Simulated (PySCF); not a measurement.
Mg(Cl)(NH2), SMILES [Mg]([NH2])[Cl], CAM-B3LYP/def2-SVP optimised geometry.

```
5

Mg     0.14     0.00     0.00
Cl     2.34     0.00     0.00
N     -1.73     0.00     0.00
H     -2.34     0.56     0.59
H     -2.34    -0.56    -0.60
```

Density from CAM-B3LYP/def2-TZVP in PySCF at that geometry.

Minimum of the electron density along straight lines between bonded atoms, close to the bond critical point (lines longer than 1.1 times the sum of covalent radii, or with two minima, are not listed):

| bond | length / Å | ρ at the minimum / e bohr⁻³ | ∇²ρ there / e bohr⁻⁵ | position (fraction from the first atom) |
|---|---|---|---|---|
| Mg1–Cl2 | 2.195 | 0.053 | ? | 0.40 |
| Mg1–N3 | 1.873 | ? | ? | 0.43 |
| N3–H4 | 1.016 | 0.328 | -1.50 | 0.73 |
| N3–H5 | 1.016 | 0.328 | -1.50 | 0.73 |

What belongs in the gaps?


- Mg1–Cl2, ∇²ρ there / e bohr⁻⁵: 0.29
- Mg1–N3, ρ at the minimum / e bohr⁻³: 0.074
- Mg1–N3, ∇²ρ there / e bohr⁻⁵: 0.51
